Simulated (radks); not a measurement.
Values are calculated unless marked as measured or tabulated.
Q: Species: neutral potassium. Configuration: [Ar] 4s1. Level of theory: Dirac Kohn-Sham, LDA (Slater exchange, Perdew-Wang correlation), spin-unpolarised, spherical densities, point nucleus (a radial shooting solver on a logarithmic mesh with Libxc functionals).

Spin-orbit splittings of the eigenvalues, e(l+1/2) - e(l-1/2), with zeta = 2 splitting/(2l+1) and mean radii in bohr:

shell  occ.  splitting (eV)  zeta (eV)  <r> j=l-1/2  <r> j=l+1/2
2p        6               ?          ?       0.3495       0.3520
3p        6          0.2713     0.1808        1.432        1.441
4p        0        0.008407   0.005605        6.927        6.957

Estimate the 2p splitting.

A: 2.884 eV (zeta = 1.923 eV).
